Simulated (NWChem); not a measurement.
Species: SiNH$_{4}$, doublet; SMILES [SiH3][NH]

Computed with NWChem. Spin-unrestricted. Geometry: optimised at PBE0/def2-SVP, spin-unrestricted. No stability test was run on the SCF state.

### Question
Predict the results for TPSS/pcseg-2. Quantities: highest occupied level (eV); lowest empty minus highest occupied level, either spin (eV); dipole (D); <S²>.

### Answer
```json
{
 "highest occupied level (eV)": "-6.74",
 "lowest empty minus highest occupied level, either spin (eV)": "2.14",
 "dipole (D)": "1.47",
 "<S²>": "0.754"
}
```
